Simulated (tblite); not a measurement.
Species: C₇H₁₀SSi.
Structure used (GFN2-xTB), in Å, numbered top down from 1:
```xyz
19
C7H10SSi angstrom
C      3.3844   -0.4646   -0.1095
S      2.4616    0.9932    0.4584
C      0.8434    0.4419    0.1364
C      0.2787   -0.6669   -0.3519
C     -1.1292   -0.1254   -0.2161
Si    -2.2620   -0.0773   -1.7214
C     -1.6997   -0.3170    1.1733
C     -1.1423    0.7834    1.6677
C     -0.4595    1.1611    0.3784
H      3.0974   -1.3248    0.4876
H      3.1686   -0.6362   -1.1599
H      4.4377   -0.2439    0.0300
H      0.6351   -1.6240   -0.6793
H     -1.5018    0.4516   -2.8548
H     -3.4051    0.7827   -1.4153
H     -2.7101   -1.4426   -2.0062
H     -2.3068   -1.1057    1.5765
H     -1.1202    1.2602    2.6297
H     -0.5800    2.1636   -0.0158
```

Computed with GFN2-xTB (tblite): harmonic, unscaled wavenumbers at the GFN2-xTB geometry, gas phase. The method is semi-empirical: single wavenumbers can be off by several per cent or more. Modes of hydrogen on silicon can be 10 to 20 % off. One conformer, not necessarily the lowest.

Harmonic wavenumbers (cm⁻¹): 53.3, 87.4, 96.8, 126.6, 153.1, 182.4, 201.6, 294.9, 358.8, 397.2, 434.3, 517.7, 545.1, 575.0, 592.0, 731.4, 740.0, 776.6, 778.6, 784.7, 805.9, 816.1, 833.0, 915.2, 945.4, 953.1, 980.3, 1000.8, 1027.5, 1042.7, 1080.2, 1109.8, 1148.6, 1180.2, 1215.2, 1237.9, 1312.5, 1445.1, 1450.1, 1616.5, 1638.4, 2256.9, 2267.9, 2274.3, 3025.4, 3031.0, 3036.1, 3060.9, 3116.7, 3135.3, 3138.7.

A = 2343, B = 720.4, C = 627.9 MHz; mass 154.027 u (most abundant isotopes); point group C1, symmetry number 1.

Q: What is the zero-point energy?

A: Half the sum of the wavenumbers: 30263 cm⁻¹ = 86.53 kcal/mol.

Q: Give the ideal-gas entropy at 273.15 K and 1 bar in the rigid-rotor, harmonic-oscillator model (classical rotation).

A: Translation 40.60, rotation 29.83, vibration 28.51: S = 98.9 cal/(mol K).

Q: And Cp and H(273.15 K) − H(0)?

A: Cp = 39.12 cal/(mol K), of which vibrations give 31.17 (their classical limit is 51 R = 101.3); H(273.15 K) − H(0) = 6.38 kcal/mol without the zero-point energy, 4.21 from vibrations.

Q: How do the functions run with temperature in this model?

A: 
```csv
T (K),S (cal/(mol K)),Cp (cal/(mol K)),H − H(0) (kcal/mol),G − H(0) (kcal/mol),ln q(vib)
50,59.8,13.6,0.50,-2.49,0.44
100,71.3,19.7,1.34,-5.79,1.70
298.15,102.5,42.1,7.40,-23.16,7.30
373.15,112.8,50.3,10.87,-31.24,9.44
500,129.2,61.6,18.00,-46.61,13.05
750,157.2,76.4,35.40,-82.52,19.89
1000,180.5,85.6,55.72,-124.83,26.18
```

q(vib) and H(0) count from the zero-point level.

Q: Blend soft modes into free rotors: weight 1/[1 + (100 cm⁻¹/ν̃)⁴] for the oscillator and the rest for a rotor with moment μB/(μ + B), μ = h/(8π²ν), B = 10⁻⁴⁴ kg m². What vibrational entropy results?

A: 26.70 cal/(mol K) in place of 28.51, which changes −T·S at 273.15 K by +0.50 kcal/mol.

Q: What must be added to the electronic energy to get the Gibbs energy at 273.15 K and 1 bar?

A: ZPE + [H(273.15 K) − H(0)] − T·S = 86.53 + 6.38 − 27.03 = 65.88 kcal/mol.

Q: Which modes carry the vibrational entropy at 273.15 K?

A: 53.3 cm⁻¹: 4.52; 87.4 cm⁻¹: 3.55; 96.8 cm⁻¹: 3.35; 126.6 cm⁻¹: 2.83; 153.1 cm⁻¹: 2.47; 182.4 cm⁻¹: 2.14 cal/(mol K); the other 45 give 9.66 together.

Hindered rotation and anharmonicity are outside this model. Other conformers, if any are populated, would add a mixing term that is left out. The structure is chiral; the term R ln 2 for an equal mix with its mirror image is left out.
